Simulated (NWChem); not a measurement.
System: Si$_{2}$NH$_{7}$O; SMILES N[Si@H](O)[SiH3]

```xyz
11

N     -1.4303     1.2447    -0.2473
Si     0.0215     0.5508     0.3752
O      1.3798     1.2659    -0.3054
Si    -0.0091    -1.7581    -0.0778
H     -1.7273     2.1533     0.0910
H     -1.6556     1.1408    -1.2299
H     -0.0129     0.8043     1.8450
H      2.2281     0.8297    -0.1397
H     -0.3152    -2.0200    -1.5148
H     -1.0325    -2.4598     0.7472
H      1.3151    -2.3858     0.2122
```
Atoms are numbered in this order, from 1.

Results from NWChem. Geometry: optimised at B3LYP/6-31G* (spherical d). Hybrids' shares of exact exchange are those that their runs print; pure functionals count as 0. The functionals differ in more than this share.

```csv
row,share of exact exchange,highest occupied level (eV)
PBE/def2-TZVP,0.00,-6.25
BLYP/def2-TZVP,0.00,-6.13
B3LYP/def2-TZVP,0.20,-7.36
PBE0/def2-TZVP,0.25,-7.57
PW6B95/def2-TZVP,0.28,withheld
```

Problem. Fit a straight line of the last column on the one before it, predict the withheld value, and compare with the run.

Solution. 
1. Means of the 4 shown rows: x = 0.113, y = -6.827. Slope Σ(x − x̄)(y − ȳ)/Σ(x − x̄)² = -0.2921/0.05188 = -5.631; intercept -6.194.
2. The shown rows scatter about the line by 0.050 (root mean square); the largest residual is +0.06, at BLYP/def2-TZVP.
3. At x = 0.28 (PW6B95/def2-TZVP; beyond the shown range) the line gives -7.77.
4. The run gives -7.67, +0.10 from the line, 2.0 times the scatter.
